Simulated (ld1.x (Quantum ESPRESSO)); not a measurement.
## Which change was made? (Al, PAW)

| Item | Value |
| --- | --- |
| Element | Al |
| Generator | ld1.x (Quantum ESPRESSO) 7.5 |
| Type | PAW |
| Functional | PBE |
| Relativity | scalar-relativistic |
| Frozen core | [Ne] |
| Valence charge | 3 |
| Reference configuration | 3s2 3p0 (charge +1) |
| Partial waves | 3s (bound): rcut 1.55, rcutus 1.85 bohr; 3s channel at 2.45 Ry: rcut 1.55, rcutus 1.85 bohr; 3p (bound, empty): rcut 1.90, rcutus 2.50 bohr; 3p channel at -0.2 Ry: rcut 1.90, rcutus 2.50 bohr |
| Local potential | all-electron potential smoothed inside 2.00 bohr (lloc = -1) |
| Core correction | a·sin(br)/r model core, default radius (ld1.x builds one for every PAW set, though the input has nlcc=.false.) |
| Augmentation charge | PSQ, inside the norm-conserving radii |

Cutoffs, loose and tight: the cutoffs (Ry, on a coarse ladder) from which the occupation-weighted sum of valence levels, in a spherical-Bessel basis at the reference potential, stays within 10 and 1 mRy of its value at 400 Ry. They do not see the model core or the augmentation charge, which bear on the density cutoff. Test errors are all-electron minus pseudo excitation energies from the reference, over the configurations 3s2 3p1; 3s1 3p0; 3s2 3p0.5; 3s1 3p2; 3s0 3p3; 3s1 3p1; 3s2 3p1.3; variants that change the core or the reference have their own tests.

The base gives: outcome: generated; cutoff, loose: 8 Ry; cutoff, tight: 12 Ry; bound ghosts: none; largest test error (meV): -9.4.

Task: After one change the result is: outcome: failed: new_paw_hamiltonian: negative rho. Which change was it?
A. waves 3s (bound): rcut 1.55, rcutus 2.20 bohr; 3s channel at 2.45 Ry: rcut 1.55, rcutus 2.20 bohr
B. waves 3s (bound): rcut 1.14, rcutus 1.20 bohr; 3s channel at 2.45 Ry: rcut 1.14, rcutus 1.20 bohr
C. waves 3s (bound): rcut 1.55, rcutus 1.76 bohr; 3s channel at 2.45 Ry: rcut 1.55, rcutus 1.76 bohr

Result: B. The others give: waves 3s (bound): rcut 1.55, rcutus 2.20 bohr; 3s channel at 2.45 Ry: rcut 1.55, rcutus 2.20 bohr → outcome: generated; cutoff, loose: 6 Ry; cutoff, tight: 8 Ry; bound ghosts: none; largest test error (meV): -11 | waves 3s (bound): rcut 1.55, rcutus 1.76 bohr; 3s channel at 2.45 Ry: rcut 1.55, rcutus 1.76 bohr → outcome: generated; cutoff, loose: 10 Ry; cutoff, tight: 15 Ry; bound ghosts: none; largest test error (meV): -8.7.
